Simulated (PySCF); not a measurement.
This PySCF input asks for the NMR shieldings of `C(O[C@H]1CC[Si@@H](O)C1)CCl`, C₆H₁₃ClO₂Si; the geometry comes from GFN2-xTB.

```python
import basis_set_exchange as bse
import numpy as np
from pyscf import gto, dft
from pyscf.prop import nmr

atoms = """
O    -1.374194    2.003689   -1.151918
Si   -1.895315    0.475458   -1.005691
C    -1.792160   -0.222573    0.771379
C    -0.838345   -1.417065    0.674299
C     0.134065   -1.146576   -0.478966
O     0.870725    0.054776   -0.289609
C     1.764612    0.090626    0.786662
C     2.520278    1.406693    0.703353
Cl    1.392732    2.765775    0.925570
C    -0.715137   -0.850288   -1.708650
H    -0.522437    2.243506   -0.781371
H    -3.215393    0.512790   -1.616742
H    -1.386768    0.528714    1.449953
H    -2.745815   -0.535949    1.189046
H    -0.310203   -1.601036    1.612438
H    -1.392709   -2.323552    0.427320
H     0.835634   -1.987660   -0.613602
H     1.243540    0.022857    1.752312
H     2.484971   -0.742422    0.724224
H     3.277881    1.480672    1.482170
H     2.965691    1.525713   -0.283484
H    -1.223962   -1.752447   -2.036833
H    -0.082442   -0.504716   -2.521782
"""
names = dict.fromkeys(["O", "Si", "C", "Cl", "H"], "pcSseg-1")
basis = {el: gto.basis.parse(bse.get_basis(n, elements=[el], fmt="nwchem")) for el, n in names.items()}
mol = gto.M(atom=atoms, basis=basis, charge=0, verbose=0)
mf = dft.RKS(mol, xc="PBE0")
mf.grids.level = 2
mf.grids.alignment = dft.numint.BLKSIZE   # the property module wants whole blocks of grid points
mf.conv_tol = 1e-9
mf.kernel()

calc = nmr.RKS(mf)   # GIAO
C = mf.mo_coeff
Co = C[:, mf.mo_occ > 0]
resp = mf.gen_response(singlet=True, hermi=2)
def vind(x):   # induced exchange potential for any number of trial vectors
    d = np.einsum("pi,xij,qj->xpq", C, 2 * x.reshape(-1, C.shape[1], Co.shape[1]), Co, optimize=True)
    return np.einsum("xpq,pi,qj->xij", resp(d - d.transpose(0, 2, 1)), C, Co, optimize=True).ravel()
mo1, _ = nmr.rhf.solve_mo1(calc, with_cphf=vind)
sigma = calc.kernel(mo1)
for i, s in enumerate(sigma):   # ppm
    w = np.linalg.eigvalsh((s + s.T) / 2)
    print("%2d %-2s iso %8.1f  s11 %8.1f  s22 %8.1f  s33 %8.1f" % (i, mol.atom_pure_symbol(i), w.mean(), *w))
```

Question: Give the expected output.

Answer: 
```
 0 O  iso    293.9  s11    274.8  s22    293.5  s33    313.5
 1 Si iso    341.8  s11    312.6  s22    337.8  s33    374.9
 2 C  iso    176.9  s11    165.2  s22    177.7  s33    187.9
 3 C  iso    155.7  s11    133.1  s22    162.0  s33    172.0
 4 C  iso    103.2  s11     83.8  s22     89.7  s33    136.2
 5 O  iso    269.2  s11    224.3  s22    288.4  s33    294.9
 6 C  iso    116.7  s11     93.2  s22    112.2  s33    144.9
 7 C  iso    135.1  s11    109.1  s22    139.0  s33    157.2
 8 Cl iso    868.0  s11    698.1  s22    836.9  s33   1069.1
 9 C  iso    160.4  s11    144.4  s22    163.1  s33    173.5
10 H  iso     29.1  s11     17.8  s22     25.2  s33     44.3
11 H  iso     26.7  s11     22.5  s22     24.5  s33     33.1
12 H  iso     31.1  s11     26.6  s22     29.5  s33     37.1
13 H  iso     30.9  s11     25.9  s22     28.1  s33     38.9
14 H  iso     29.3  s11     25.4  s22     27.5  s33     34.8
15 H  iso     30.8  s11     26.0  s22     27.9  s33     38.5
16 H  iso     27.4  s11     24.0  s22     25.9  s33     32.5
17 H  iso     28.0  s11     23.1  s22     28.5  s33     32.4
18 H  iso     28.2  s11     23.5  s22     27.3  s33     33.8
19 H  iso     28.1  s11     21.7  s22     27.0  s33     35.5
20 H  iso     27.8  s11     22.8  s22     26.3  s33     34.4
21 H  iso     31.6  s11     26.8  s22     28.2  s33     39.8
22 H  iso     30.7  s11     26.6  s22     28.8  s33     36.8
```

These numbers come from an equivalent density-fitted implementation of the same equations, which agrees with the script to about 0.01 ppm for H and up to a few tenths of a ppm for heavy atoms, so last digits may differ.

Question: Turn these shieldings into chemical shifts. δ = σ(ref) − σ, references computed at the same level: $^{17}$O (σ = 336.08 ppm) against H2O; $^{29}$Si (σ = 349.16 ppm), $^{13}$C (σ = 186.93 ppm), $^{1}$H (σ = 31.72 ppm) vs TMS; $^{35}$Cl (σ = 949.78 ppm) against HCl.

Answer: Averaging equivalent atoms: O 5: 66.8; O 0: 42.2; Si 1: 7.4; C 4: 83.7; C 6: 70.2; C 7: 51.8; C 3: 31.2; C 9: 26.6; C 2: 10.0; Cl 8: 82; H 11: 5.04; H 16: 4.27; H 20: 3.89; H 17: 3.73; H 19: 3.65; H 18: 3.50; H 10: 2.61; H 14: 2.46; H 22: 1.01; H 15: 0.92; H 13: 0.77; H 12: 0.64; H 21: 0.16 ppm. Experimental scales use liquid or dissolved standards, which lie at an offset from isolated H2O (liquid H2O: subtract about 36 ppm).

Size and cost of the density-fitted run: 249 basis functions, 2.5 min wall time on 1 thread of an Arm Neoverse N1, shared host; peak memory 1.2 GiB.
